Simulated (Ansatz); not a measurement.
Sr5S5, relaxed as a singlet with RKS r2SCAN-D4/def2-SVP in Ansatz, starting from the GFN1-xTB geometry. Force threshold 0.02 eV/Å.

In the def2 sets Sr takes a core potential; there is no spin–orbit coupling. The structure comes from a short search, and lower isomers may exist.

Start:

| atom | x (Å) | y (Å) | z (Å) |
| --- | --- | --- | --- |
| Sr1 | -0.1437 | -2.1795 | -1.8397 |
| Sr2 | 0.4090 | -0.6625 | 1.4714 |
| Sr3 | 2.4565 | 0.6446 | -1.3050 |
| Sr4 | -0.2507 | 2.8139 | 0.4136 |
| Sr5 | -2.8541 | 0.0010 | -0.1268 |
| S6 | -1.7168 | 1.2114 | 1.9500 |
| S7 | -0.4265 | 0.6904 | -1.5475 |
| S8 | 2.0470 | 1.6679 | 1.1173 |
| S9 | 2.1272 | -1.8665 | -0.4846 |
| S10 | -1.6479 | -2.3208 | 0.3514 |

(1) Estimate the energy that the relaxation releases and the steps that it takes.

(2) Does the start keep its bonding and symmetry?

(3) Predict the relaxed structure.

## Answers

(1) 39.4 kJ/mol, in 5 steps; 10 s on 2 threads of AMD EPYC 7R13 on a shared host and a share (18 GiB) of an NVIDIA H100 80GB HBM3. No frequencies were taken in this run, so the end may be a saddle point.

(2) By distances, no bond broke or formed. The bond that changes most is Sr2–S7, from 3.41 to 3.62 Å (atoms count from 1). Point group C4v at the start, C4v at the end, both within 0.05 Å.

(3) 
```tsv
atom	x (Å)	y (Å)	z (Å)
Sr1	-0.1442	-2.2139	-1.8615
Sr2	0.4243	-0.6868	1.5379
Sr3	2.4989	0.6465	-1.3133
Sr4	-0.2505	2.8529	0.4306
Sr5	-2.8936	-0.0074	-0.1178
S6	-1.8206	1.2924	2.0343
S7	-0.4608	0.7460	-1.6705
S8	2.1553	1.7745	1.1528
S9	2.2336	-1.9610	-0.5370
S10	-1.7422	-2.4432	0.3444
```
Bond lengths (bridged metal pairs left out): 16 × S–Sr 2.73 to 3.03 Å.
